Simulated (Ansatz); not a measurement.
Cartesian coordinates in Å:
```
N -0.478 1.237 0.805
Si -0.051 0.164 -0.448
O -1.372 -0.581 -1.083
C 1.023 -1.295 0.063
S 2.133 -1.171 1.225
H -0.836 0.886 1.679
H 0.095 2.053 0.957
H 0.696 0.980 -1.442
H -2.118 -0.020 -1.300
H 0.908 -2.251 -0.458
```

Total charge 0; spin multiplicity 1.

(1) List the ωB97M-V/def2-TZVPP orbital energies in eV (the Gaussian-basis code of Ansatz). (An estimate is asked.)

Results:

(1) The calculation gave: Occupied: -2426.76, -1807.53, -526.19, -394.23, -282.80, -220.71, -163.84, -163.77, -163.59, -148.48, -102.62, -102.60, -102.59, -30.98, -26.67, -24.78, -19.47, -17.69, -16.61, -16.16, -14.44, -13.70, -13.18, -12.54, -11.62, -11.03, -10.34, -8.49. Lowest empty: -0.45, 2.27, 2.53, 3.37, 3.81, 4.03, 4.34, 4.77.
